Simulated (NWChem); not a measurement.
System: hydronium (H₃O cation); SMILES [OH3+]

Input file for NWChem:

```
start job
memory heap 200 mb stack 900 mb global 1100 mb
charge 1
geometry units angstroms noautosym nocenter noautoz
  O      0.000000     0.000000     0.078775
  H      0.669342     0.669342    -0.207386
  H      0.244996    -0.914338    -0.207386
  H     -0.914338     0.244996    -0.207386
end
basis spherical
  O library def2-svp
  H library def2-svp
end
dft
  xc b3lyp
  iterations 150
end
cosmo
  do_cosmo_smd true
  solvent water
end
task dft energy
```

Excerpt of the output:

```
             Northwest Computational Chemistry Package (NWChem) 7.3.0
             --------------------------------------------------------

                             Geometry "geometry" -> ""
                             -------------------------

 Output coordinates in angstroms (scale by  1.889725989 to convert to a.u.)

  No.       Tag          Charge          X              Y              Z
 ---- ---------------- ---------- -------------- -------------- --------------
    1 O                    8.0000     0.00000000     0.00000000     0.07877500
    2 H                    1.0000     0.66934200     0.66934200    -0.20738600
    3 H                    1.0000     0.24499600    -0.91433800    -0.20738600
    4 H                    1.0000    -0.91433800     0.24499600    -0.20738600

 Effective nuclear repulsion energy (a.u.)      13.8110707593

                                 NWChem DFT Module
                                 -----------------

 Summary of "ao basis" -> "ao basis" (spherical)
 ------------------------------------------------------------------------------
       Tag                 Description            Shells   Functions and Types
 ---------------- ------------------------------  ------  ---------------------
 O                          def2-svp                 6       14   3s2p1d
 H                          def2-svp                 3        5   2s1p

 in cosmo_initialize ...
 calling solv_data for solv:h2o

 solvent parameters
 solvname_short: h2o
 solvname_long:  water
 dielec:       78.4000
 dielecinf:     1.7769
 aqueous SMD model solvent descriptors
 dielec:       78.4000
 sola:          0.8200

          ---------------
          -cosmo- solvent
          ---------------
 Cosmo: York-Karplus, doi: 10.1021/jp992097l
 dielectric constant -eps-     =  78.40
 screen = (eps-1)/(eps    )    =   0.98724
 surface charge correction     = lagrangian

   van der Waals surface
 --------------------------

 ---------- ATOMIC COORDINATES (A.U.) ------------ VDWR(ANG.) --
     1    0.00000000    0.00000000    0.14886316     1.520
     2    1.26487297    1.26487297   -0.39190271     1.200
     3    0.46297531   -1.72784828   -0.39190271     1.200
     4   -1.72784828    0.46297531   -0.39190271     1.200
 number of segments per atom =        128
 number of   points per atom =        128
 atom (   nspa,  nppa )
 ----------------------
    1 (     65,     0 )       0
    2 (     72,     0 )       0
    3 (     73,     0 )       0
    4 (     73,     0 )       0
 number of -cosmo- surface points =      283
 molecular surface =     40.569 angstrom**2
 molecular volume  =     22.620 angstrom**3
 -lineq- algorithm             =   0
 -bem- low  level              =   3
 -bem- from -octahedral-
 gaussian surface charge width =   4.50000
 degree of switching           =   1.00000
 switching function tolerance  =   0.00010
 atomic radii =
 --------------
    1  8.000  1.520
    2  1.000  1.200
    3  1.000  1.200
    4  1.000  1.200
 ...... end of -cosmo- initialization ......

 nat:                     4
 ixmem:                  1008
 calling mnsol_interface()
 G(SMD-CDS) energy (kcal/mol)  =     2.238
 SMD-CDS SASA (angstrom**2)    =    61.331

            General Information
            -------------------
          SCF calculation type: DFT
          Wavefunction type:  closed shell.
          No. of atoms     :     4
          No. of electrons :    10
           Alpha electrons :     5
            Beta electrons :     5
          Charge           :     1
          Spin multiplicity:     1
          Use of symmetry is: off; symmetry adaption is: off
          Maximum number of iterations: 150
          AO basis - number of functions:    29
                     number of shells:    15
          Convergence on energy requested:  1.00D-06
          Convergence on density requested:  1.00D-05
          Convergence on gradient requested:  5.00D-04

              XC Information
              --------------
                         B3LYP Method XC Potential
                     Hartree-Fock (Exact) Exchange  0.200
                        Slater Exchange Functional  0.800 local
                    Becke 1988 Exchange Functional  0.720 non-local
              Lee-Yang-Parr Correlation Functional  0.810
                  VWN I RPA Correlation Functional  0.190 local

             Grid Information
             ----------------
          Grid used for XC integration:  medium
          Radial quadrature: Mura-Knowles
          Angular quadrature: Lebedev.
          Tag              B.-S. Rad. Rad. Pts. Rad. Cut. Ang. Pts.
          ---              ---------- --------- --------- ---------
          O                   0.60       49           5.0       434
          H                   0.35       45           7.0       434
          Grid pruning is: on
          Number of quadrature shells:   184
          Spatial weights used:  Erf1

      Superposition of Atomic Density Guess
      -------------------------------------

 Sum of atomic energies:         -76.18899089

 Renormalizing density from      11.00 to     10

      Non-variational initial energy
      ------------------------------

 Total energy =     -71.779803
 1-e energy   =    -119.209172
 2-e energy   =      33.618298
 HOMO         =      -1.204522
 LUMO         =      -0.335287

   convergence    iter        energy       DeltaE   RMS-Dens  Diis-err
 ---------------- ----- ----------------- --------- --------- ---------
     COSMO gas phase
 d= 0,ls=0.0,diis     1    -76.3594377688 -9.02D+01  5.28D-02  3.32D+00
 d= 0,ls=0.0,diis     2    -76.1372857318  2.22D-01  3.15D-02  5.43D+00
 d= 0,ls=0.0,diis     3    -76.6424995343 -5.05D-01  1.30D-03  9.56D-03
 d= 0,ls=0.0,diis     4    -76.6434196374 -9.20D-04  1.50D-04  9.68D-05
 d= 0,ls=0.0,diis     5    -76.6434280907 -8.45D-06  1.78D-05  1.63D-06
 d= 0,ls=0.0,diis     6    -76.6434282257 -1.35D-07  1.19D-06  6.15D-09

   convergence    iter        energy       DeltaE   RMS-Dens  Diis-err
 ---------------- ----- ----------------- --------- --------- ---------
     COSMO solvation phase
 d= 0,ls=0.0,diis     1    -76.7944761015 -1.51D-01  1.89D-03  3.44D-03
 d= 0,ls=0.0,diis     2    -76.7949502955 -4.74D-04  3.20D-04  1.87D-04
 d= 0,ls=0.0,diis     3    -76.7949572637 -6.97D-06  1.45D-04  7.99D-05
 d= 0,ls=0.0,diis     4    -76.7949676143 -1.04D-05  3.50D-05  8.38D-06
 d= 0,ls=0.0,diis     5    -76.7949673231  2.91D-07  2.38D-06  6.69D-09

         Total DFT energy =      -76.794967323074
      One electron energy =     -125.284879443548
           Coulomb energy =       47.164633389175
    Exchange-Corr. energy =       -9.395209296604
 Nuclear repulsion energy =       13.811070759293

             COSMO energy =       -3.090582731390

 Numeric. integr. density =        9.999999078430

                                COSMO-SMD solvation results
                                ---------------------------

             internal energy in gas <Psi(g)|H|Psi(g)> =       -76.643428225735
         internal energy in solvent <Psi(s)|H|Psi(s)> =       -76.642847033005
                               delta internal energy  =         0.000581192730 (    0.36 kcal/mol)
   total free energy in solvent <Psi(s)|H+V/2|Psi(s)> =       -76.798533618708
 polarization energy contribution <Psi(s)|V/2|Psi(s)> =        -0.155686585703 (  -97.69 kcal/mol)
    total free energy in solvent including G(SMD-CDS) =       -76.794967323074
                       G(SMD-CDS) energy contribution =         0.003566295634 (    2.24 kcal/mol)
     1 M fixed-concentration free energy of solvation =        -0.151539097338 (  -95.09 kcal/mol)

                       DFT Final Molecular Orbital Analysis
                       ------------------------------------

 Vector    3  Occ=2.000000D+00  E=-6.378407D-01
              MO Center=  1.0D-01,  1.0D-01, -1.7D-02, r^2= 7.0D-01
   Bfn.  Coefficient  Atom+Function         Bfn.  Coefficient  Atom+Function
  ----- ------------  ---------------      ----- ------------  ---------------
     4      0.386489  1 O  px                 5      0.386489  1 O  py
    15      0.347252  2 H  s                 20     -0.173550  3 H  s
    25     -0.173550  4 H  s                  7      0.155624  1 O  px
     8      0.155624  1 O  py                16      0.044538  2 H  s
    17     -0.027183  2 H  px                18     -0.027183  2 H  py

 Vector    4  Occ=2.000000D+00  E=-6.378350D-01
              MO Center= -1.0D-01, -1.0D-01, -1.7D-02, r^2= 7.0D-01
   Bfn.  Coefficient  Atom+Function         Bfn.  Coefficient  Atom+Function
  ----- ------------  ---------------      ----- ------------  ---------------
     4      0.386479  1 O  px                 5     -0.386479  1 O  py
    20      0.300832  3 H  s                 25     -0.300832  4 H  s
     7      0.155492  1 O  px                 8     -0.155492  1 O  py
    21      0.038648  3 H  s                 26     -0.038648  4 H  s
    23      0.035160  3 H  py                27     -0.035160  4 H  px

 Vector    5  Occ=2.000000D+00  E=-4.539073D-01
              MO Center= -3.5D-05, -3.5D-05,  1.7D-01, r^2= 5.7D-01
   Bfn.  Coefficient  Atom+Function         Bfn.  Coefficient  Atom+Function
  ----- ------------  ---------------      ----- ------------  ---------------
     6      0.641121  1 O  pz                 9      0.424218  1 O  pz
     3      0.174891  1 O  s                  2      0.128091  1 O  s
    15     -0.077704  2 H  s                 20     -0.078083  3 H  s
    25     -0.078083  4 H  s                  1      0.060797  1 O  s

 Vector    6  Occ=0.000000D+00  E= 1.092222D-02
              MO Center= -2.0D-03, -2.0D-03, -2.9D-01, r^2= 3.0D+00
   Bfn.  Coefficient  Atom+Function         Bfn.  Coefficient  Atom+Function
  ----- ------------  ---------------      ----- ------------  ---------------
     3      0.975644  1 O  s                 21     -0.546978  3 H  s
    26     -0.546978  4 H  s                 16     -0.544015  2 H  s
     2      0.289245  1 O  s                 15     -0.178657  2 H  s
    20     -0.178407  3 H  s                 25     -0.178407  4 H  s
     9     -0.171156  1 O  pz                 1      0.139595  1 O  s

 Vector    7  Occ=0.000000D+00  E= 1.019095D-01
              MO Center= -3.8D-01, -3.8D-01, -2.5D-01, r^2= 3.0D+00
   Bfn.  Coefficient  Atom+Function         Bfn.  Coefficient  Atom+Function
  ----- ------------  ---------------      ----- ------------  ---------------
    21      1.108915  3 H  s                 26     -1.108915  4 H  s
     7     -0.397185  1 O  px                 8      0.397185  1 O  py
     4     -0.279846  1 O  px                 5      0.279846  1 O  py
    20      0.220192  3 H  s                 25     -0.220192  4 H  s

 Vector    8  Occ=0.000000D+00  E= 1.019396D-01
              MO Center=  3.9D-01,  3.9D-01, -2.5D-01, r^2= 3.0D+00
   Bfn.  Coefficient  Atom+Function         Bfn.  Coefficient  Atom+Function
  ----- ------------  ---------------      ----- ------------  ---------------
    16      1.281177  2 H  s                 21     -0.639560  3 H  s
    26     -0.639560  4 H  s                  7     -0.397155  1 O  px
     8     -0.397155  1 O  py                 4     -0.279816  1 O  px
     5     -0.279816  1 O  py                15      0.254494  2 H  s
    20     -0.126853  3 H  s                 25     -0.126853  4 H  s

     Multipole analysis of the density
     ---------------------------------

     L   x y z        total         alpha         beta         nuclear
     -   - - -        -----         -----         ----         -------
     0   0 0 0      1.000000     -5.000000     -5.000000     11.000000

     1   1 0 0      0.000768      0.000384      0.000384      0.000000
     1   0 1 0      0.000768      0.000384      0.000384      0.000000
     1   0 0 1     -0.683883     -0.349540     -0.349540      0.015197

     2   2 0 0     -1.835398     -3.317554     -3.317554      4.799709
     2   1 1 0      0.000050      0.000024      0.000024      0.000001
     2   1 0 1      0.000276      0.000138      0.000138     -0.000000
     2   0 2 0     -1.835398     -3.317554     -3.317554      4.799709
     2   0 1 1      0.000276      0.000138      0.000138     -0.000000
     2   0 0 2     -4.525235     -2.581640     -2.581640      0.638045
```

Level: B3LYP/def2-SVP, SMD on the gas-phase geometry. All runs use the structure optimised with B3LYP/6-31G* (spherical d). B3LYP is NWChem's, with the RPA form of VWN correlation. Solvent: water.
